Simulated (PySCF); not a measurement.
Point groups of optimised structures. Computed with PBE0-D3(BJ)/def2-SVP geometry optimisation, gas phase (PySCF 2.14.0). The symmetry is that of the one conformer found, every atom within 0.08 Å of its image; none is proved a minimum here.

Task: `[F:1][CH2:2][SiH2:3][O:4][c:5]1[cH:6][cH:7][cH:8][cH:9][cH:10]1` with F1–C2–Si3–O4 180°, C2–Si3–O4–C5 180°, Si3–O4–C5–C6 180°: symmetry, top, dipole?

Result: Cs; near-prolate asymmetric top; symmetry number 1; 2 operations, which sort the 19 atoms into 17 sets; dipole 1.10 D, in the ab plane, which is the mirror; A, B, C = 4309, 458.6, 417.7 MHz; heavy atoms equivalent by symmetry: none.

Task: `[CH3:1][CH:2]([CH3:3])[C@@H:4]([CH3:5])[O:6][GeH3:7]` with C1–C2–C4–C5 -178°, C2–C4–O6–Ge7 149°: symmetry, top, dipole?

Result: C1; near-prolate asymmetric top; symmetry number 1; this conformer is chiral (no improper operation); dipole 1.00 D; A, B, C = 3410, 819.1, 700.5 MHz.

Task: `Br[Si](Br)(Br)Br`: symmetry, top, dipole?

Result: Td; spherical top; symmetry number 12; 24 operations, which sort the 5 atoms into 2 sets; dipole forbidden by symmetry (computed 0.01 D); A, B, C = 497.8, 494.5, 493.5 MHz.

Task: Point group, rotor type and polarity of `[F:1][C:2]([F:3])([F:4])[C:5]([Cl:6])([Cl:7])[Cl:8]`?

Result: C3v; prolate symmetric top; symmetry number 3; 6 operations, which sort the 8 atoms into 4 sets; dipole 0.55 D, along the axis; heavy atoms equivalent by symmetry: F1/F3/F4, Cl6/Cl7/Cl8.
